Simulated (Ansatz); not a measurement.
System: hydrogen selenide, H2Se (charge 0, singlet). 
Structure (B3LYP-D3(BJ)/def2-TZVP (Ansatz, an electronic-structure program) minimum search):
```xyz
3

Se    -0.0012     0.0571     0.0009
H     -1.0300    -0.9935    -0.0128
H      1.0722    -0.9476    -0.0191
```
Charge 0, spin multiplicity 1.

Basis-set convergence of Hartree-Fock and CCSD(T) correlation energies (hartree) with Ansatz. Correlated levels leave the core frozen unless marked. No spin-orbit coupling. Frozen are the shells of the preceding noble gas and the d and f shells that filled before the atom's block. Non-relativistic.

```json
[
 {"basis": "cc-pVDZ", "functions": "37", "E(HF)": "-2400.97108", "E(corr, CCSD(T))": "-0.15259", "rough core time": "under 20 s"},
 {"basis": "cc-pVTZ", "functions": "71", "E(HF)": "-2401.04843", "E(corr, CCSD(T))": "-0.19798", "rough core time": "under 20 s"},
 {"basis": "cc-pVQZ", "functions": "128", "E(HF)": "-2401.05216", "E(corr, CCSD(T))": "-0.21210", "rough core time": "under 20 s"},
 {"basis": "cc-pV5Z", "functions": "214", "E(HF)": "-2401.05266", "E(corr, CCSD(T))": "-0.21664", "rough core time": "30 s"}
]
```

Extrapolating the two largest sets (X = 4 and 5) as X^-3: E(corr) = (125·(-0.21664) - 64·(-0.21210))/61 = -0.2214 Eh, an estimate of the basis-set limit. The largest set recovers 97.8 % of it, the smallest 68.9 %.
